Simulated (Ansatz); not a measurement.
Basis-set extrapolation for CH₃AlF₂ (`F[CH](F)[AlH2]`) (PBE0-D4/def2-TZVP geometry, frozen core, Ansatz). Multiplicity 1, RHF reference.

```
                      def2-TZVPP   def2-QZVPP
                 HF  -480.481932  -480.500351
    MP2 correlation    -0.747185    -0.812975
CCSD(T) correlation    -0.796057      not run
```

Energies in hartree. Use E(X) = E(∞) + A·exp(−7.88·√X) for Hartree–Fock and E(X) = E(∞) + B·X^(−2.97) for correlation, with X = 3 and 4, and add CCSD(T) minus MP2 of the smaller set to the MP2 limit.

Q: What is the CCSD(T) energy at the basis-set limit?

A: HF limit: -480.500351 + (-0.018419) × 0.13774 = -480.50289. MP2 limit: -0.812975 + (-0.065790) × 0.74074 = -0.86171. Higher-order term: -0.796057 − (-0.747185) = -0.04887. Total: -481.41347 hartree, 3.69 eV below CCSD(T)/def2-TZVPP.
